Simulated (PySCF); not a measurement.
State search for LiZn⁺

Unrestricted PBE0; Li pcseg-1, Zn pcseg-1; no relativity (PySCF 2.14). Outer shells of the fragments: Li+ closed shells only; Zn 3d10 4s2.

Followed along the bond (rough minima from three points):

| 2Ms+1 | unpaired | ⟨S²⟩ at the start | R at minimum (Å) | Te (eV) |
| --- | --- | --- | --- | --- |
| 1 | none | 0.00 | 2.66 | 0.00 |
| 3 | σ ↑↑ | 2.00 | none in the scan | ≤ 3.31 |

Solutions found at the starting distance of 2.575 Å, counted from the lowest of them; the search is not exhaustive and high or unbound solutions are not listed, so other states can lie among these:

| 2Ms+1 | unpaired | term | E (eV) | ⟨S²⟩ | ⟨Lz²⟩ | μ (D) |
| --- | --- | --- | --- | --- | --- | --- |
| 1 | none | ¹Σ⁺ | 0.00 | 0.00 | 0.00 | -7.37 |
| 3 | σ ↑↑ | ³Σ⁺ | 3.49 | 2.00 | 0.00 | -6.90 |
| 3 | σ ↑, π ↑ | ³Π | 4.94 | 2.00 | 1.00 | -3.72 |
| 1 | σ ↓, π ↑ | mixed | 5.60 | 1.00 | 1.00 | -2.33 |

A term symbol is given only where ⟨S²⟩ and ⟨Lz²⟩ are close to those of a pure state; real π, δ and φ orbitals otherwise mix terms. A positive dipole points towards Zn; it is taken about the centre of mass and depends on that origin.

Counting both spins, an empty level lies below a filled one in some of these solutions, because spin and occupation are held.
